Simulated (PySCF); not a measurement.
**Exercise with solution: oscillator strength and radiative lifetime**

C3H8GeSi, SMILES CC1=[CH][GeH2][SiH2]1.

Coordinates come from a PBE0-D3(BJ)/def2-SVP optimisation. The structure was generated by enumeration, and PubChem lists no compound with its InChIKey, so it may never have been made.

TDDFT-PBE/def2-SVPD run with PySCF puts the first singlet state with f over 0.02 at 6.24 eV (vertical), with the transition dipole (0.454, -0.285, 0.000) in atomic units.

### Question
Find the oscillator strength, the wavelength and the radiative lifetime that this transition would have in vacuum if emission retraced absorption.

### Answer

|μ|² = 0.2873 au, so |μ| = 1.36 D. ΔE = 6.24/27.211 = 0.2293 hartree. f = (2/3) ΔE |μ|² = 0.044 (the program prints 0.044).
λ = 1239.84/6.24 = 199 nm; ν = 50329 cm⁻¹.
Einstein's coefficient A = 0.6670 ν² f s⁻¹ (ν in cm⁻¹) = 7.4e7 s⁻¹, so τ = 1/A = 13 ns. This state is S7; the lower singlets have f = 0.000, 0.001, 0.001, 0.013, 0.001, 0.001. The figure is the radiative limit of this one transition; relaxation, internal conversion, crossing to triplets and a medium change what is measured.
